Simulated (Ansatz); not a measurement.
**Abstraction of Br: GeH3Br + C3H7 → GeH3 + C3H7Br**

Species: GeH3Br `[GeH3][Br]`, singlet; C3H7 (methylethyl) `C[CH]C`, doublet; GeH3 `[GeH3]`, doublet; C3H7Br (2-bromopropane) `CC(C)Br`, singlet. A radical takes Br: the energy is the difference in strength between the Ge–Br bond broken and the C–Br bond made.

Shapes, held fixed at every level: PBE0-D4/def2-TZVP. Programs: Ansatz 0.2.0. The zero-point and thermal change to 298 K, harmonic and unscaled (PBE0-D4/def2-TZVP), is +4.4 kJ/mol.

| level | kind | ΔH(298 K) (kJ/mol) | less CCSD(T)/def2-TZVPP |
| --- | --- | --- | --- |
| HF/def2-TZVPP | Hartree–Fock | +92.0 | +41.3 |
| PBE-D4/def2-TZVPP | GGA | +54.2 | +3.5 |
| r2SCAN-D4/def2-TZVPP | meta-GGA | +67.1 | +16.4 |
| BHLYP-D4/def2-TZVPP | global hybrid | +71.5 | +20.8 |
| wB97M-V/def2-TZVPP | range-separated hybrid | +53.3 | +2.6 |
| MP2/def2-SVP | perturbation theory | +43.7 | -7.0 |
| CCSD/def2-TZVPP | coupled cluster or CI | +56.9 | +6.2 |
| CCSD(T)/def2-TZVPP | coupled cluster or CI | +50.7 | 0.0 |

The highest level, CCSD(T)/def2-TZVPP, gives ΔH(298 K) = +50.7 kJ/mol; the levels span +43.7 to +92.0. The column of differences is taken from that level and isn't an error. No measured value is set beside it here. Open shells run unrestricted unless RO is named. Relativity is left out for Br, Ge unless named. Correlated rows may include outer-core shells of Br, Ge, which these sets cover unevenly.
